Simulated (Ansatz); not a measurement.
The pair A = GaH3 (SMILES [GaH3]) (first 4 atoms), B = H2S (SMILES S); geometry from B3LYP-D3(BJ)/def2-TZVP.
(charge 0, multiplicity 1):
```xyz
7

Ga     0.5276    -0.0695     0.5202
H     -0.3462     1.1132    -0.0427
H      0.2736    -1.5335    -0.0007
H      1.8912     0.2612     1.2378
S     -0.9274    -0.3762     2.7290
H     -0.5107     0.7317     3.3658
H     -0.0674    -1.1649     3.3960
```

Frozen-core correlation. Filled d and f shells under p-block atoms count as core.

The values were computed with Ansatz (Gaussian orbitals). Values without a source in brackets are computed.

Total energies (hartree), monomers frozen at their geometry in the pair:

| structure | PBE/def2-TZVPPD | B3LYP/def2-TZVPPD | MP2/def2-TZVPPD |
|---|---|---|---|
| AB | -2325.5645019 | -2326.1203681 | -2323.9747231 |
| A in the pair's basis | -1926.3153452 | -1926.6769368 | -1925.0553767 |
| B in the pair's basis | -399.2293741 | -399.4281163 | -398.9017554 |
| A | -1926.3150833 | -1926.6766743 | -1925.0550120 |
| B | -399.2292683 | -399.4279970 | -398.9008084 |

### Question
Work out the interaction energy without and with the counterpoise correction, and the superposition error, for each level.

### Answer

E(AB) − E(A) − E(B), times 627.509 kcal/mol, with the monomers in their own basis and then in the pair's basis:
- PBE/def2-TZVPPD: -12.64 uncorrected, -12.41 corrected; the monomers gain 0.23 kcal/mol from borrowed functions
- B3LYP/def2-TZVPPD: -9.85 uncorrected, -9.61 corrected; the monomers gain 0.24 kcal/mol from borrowed functions
- MP2/def2-TZVPPD: -11.86 uncorrected, -11.04 corrected; the monomers gain 0.82 kcal/mol from borrowed functions

Ansatz is a first-principles code.
